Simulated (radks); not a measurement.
Values are calculated unless marked as measured or tabulated.
Ionisation of Ge+, [Ar] 3d10 4s2 4p1, to Ge2+, [Ar] 3d10 4s2, under several functionals. Scalar-relativistic Kohn-Sham, spin-polarised, spherical densities, finite nucleus; open shells are filled with parallel spins first; a radial shooting solver on a logarithmic mesh with Libxc functionals. Known Delta-SCF values: r2SCAN 15.685 eV. What does OLYP give, and what is its highest occupied eigenvalue?

Answer. 15.450 eV by Delta-SCF; the 4p eigenvalue is -11.479 eV. NIST: 15.935 eV (measured).
